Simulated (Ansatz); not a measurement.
A run for Ansatz (an electronic-structure program): R-RI-MP2/def2-TZVPPD on CH7GeI (a complex), monomers drawn apart or pushed together. Elements past Kr take the def2 small-core potentials; no spin–orbit coupling. Files ending in .json are basis or fitting sets from the Basis Set Exchange. The run froze 24 orbitals, filled d shells among them.

Ansatz 0.2 input:
```yaml
crystal:
  periodic: [false, false, false]
  atoms:
    - {symbol: Ge, position_ang: [0.17374332, 0.26339924, 0.11221274]}
    - {symbol: H, position_ang: [-1.03606360, -0.49600277, 0.67642651]}
    - {symbol: H, position_ang: [-0.02817797, 0.48166452, -1.39676772]}
    - {symbol: H, position_ang: [1.45347061, -0.54654941, 0.34937130]}
    - {symbol: H, position_ang: [0.28386648, 1.62857195, 0.80713269]}
    - {symbol: C, position_ang: [-1.45064046, 1.10152533, 4.29003933]}
    - {symbol: I, position_ang: [0.27007086, -0.09162847, 4.80193756]}
    - {symbol: H, position_ang: [-2.06865529, 0.50696200, 3.62748798]}
    - {symbol: H, position_ang: [-1.96717204, 1.33861078, 5.21277266]}
    - {symbol: H, position_ang: [-1.08717703, 1.99449762, 3.79526828]}
basis:
  gaussian:
    orbitals: def2-TZVPPD.json
    fitting: {mean_field: def2-universal-JKFIT, correlation: def2-TZVPPD-RIFIT.json}
magnetization: {spin_polarized: false}
correlation: {method: mp2, electrons: outside_noble_gas}
scf: {lower_state_search: off}
```

It printed:

```
Functional definition: HF
[...]
these checks for a lower state are left out or cut short: stability, starts, cluster_reference, orbital_swaps, neighbouring_geometries, increment
integrals: 0.36 GiB planned
685 factors; integrals over basis functions are off by at most 1.1e0 eV
mean field: 0.65 GiB planned
mean field evaluation 1: about -65686.2060 eV, gradient 1.9e1 eV
mean field evaluation 2: about -65687.3223 eV, gradient 6.4e0 eV
mean field evaluation 4: about -65687.4588 eV, gradient 7.6e-1 eV
mean field -65687.46138555 eV, -2413.9696813585 hartree, gradient 2.2e-6 eV, S^2 0.000000; 0 other end points of the search recorded, 0 dependent functions left out
24 core orbitals not correlated
740 factors; their error is unknown
reference -65687.46138555 eV, -2413.9696813585 hartree; 11, 11 occupied and 234, 234 virtual orbitals, 740 factors
second order -12.68197255 eV of doubles, -0.00000000 eV of singles
Total energy: -65700.14335810 eV, -2414.4357352534 hartree
Checks for a lower state left out: stability, starts, cluster_reference, orbital_swaps, neighbouring_geometries, increment
```

The run converged.

Cost: roughly 2.9 core-seconds.
